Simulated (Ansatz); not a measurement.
Mulliken charges of C$_{2}$H$_{5}$NSi, SMILES `N=C=C[SiH3]` from ωB97M-V/def2-TZVPP in Ansatz (PBE0-D4/def2-TZVP geometry).

```
atom   x (Å)   y (Å)   z (Å)  charge (e)
  N1   0.336   0.853  -2.254      -0.208
  C2   0.486   0.660  -1.064       0.114
  C3   0.691   0.331   0.185      -0.319
 Si4  -0.446  -0.834   1.061       0.221
  H5  -0.241   1.638  -2.538       0.162
  H6   1.548   0.771   0.686       0.113
  H7  -1.519  -1.246   0.121      -0.024
  H8   0.290  -2.037   1.533      -0.029
  H9  -1.057  -0.183   2.252      -0.032
```

Q: By hand: the dipole of these point charges (1 e Å = 4.8032 D).

A: Σ q r = (-0.136, 0.055, 0.070) e Å, of length 0.163 e Å = 0.78 D.

Q: How does the dipole of the full density compare? (Best estimate.)

A: Ansatz gave: (-0.074, 0.295, 0.062) e Å, 1.49 D; the point charges give 0.52 times that, at 53° from its direction.

Point charges leave out the atoms' own dipoles, such as those of lone pairs, and Mulliken's split depends on the basis, so the two needn't agree.
